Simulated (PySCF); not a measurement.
ZnHCl, SMILES [ZnH][Cl]. The structure is a stationary point at PBE-D3(BJ)/def2-TZVP.

Computed equilibrium geometry at PBE-D3(BJ)/def2-TZVP (PySCF confirms it by a frequency run) as bond lengths and angles, and its point group:
point group C∞v.
Atoms: Zn1 H2 Cl3. Bond lengths (Å): Zn1–H2 1.520, Zn1–Cl3 2.109. Angles (°): H2–Zn1–Cl3 180.0.
